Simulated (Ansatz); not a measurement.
The same substitution along the group B, Al, Ga.

Gas-phase electronic energies from Ansatz, PBE0-D4/def2-TZVP geometries. CCSD(T)/CBS is the MP2 limit (def2-TZVPP, def2-QZVPP) plus CCSD(T) − MP2 in def2-TZVPP, frozen cores. This one scheme is used for every species. Functionals use def2-TZVPP. For Ga outer-core shells are correlated without core-valence functions, which leaves a few kJ/mol of doubt a bond. Scalar relativity is left out up to krypton. One conformer a species, not always the lowest.

```
                                 reaction  B2PLYP (eV)  CCSD(T)/CBS(def2) (eV)
              `BCOC` + H₂S → `COCS` + BH₃         0.47                    0.45
`CO[CH2][AlH2]` + H₂S → `COCS` + `[AlH3]`         0.21                    0.21
`CO[CH2][GaH2]` + H₂S → `COCS` + `[GaH3]`         0.11                    0.15
```

Largest T1 diagnostic: 0.013, for `[GaH3]`.
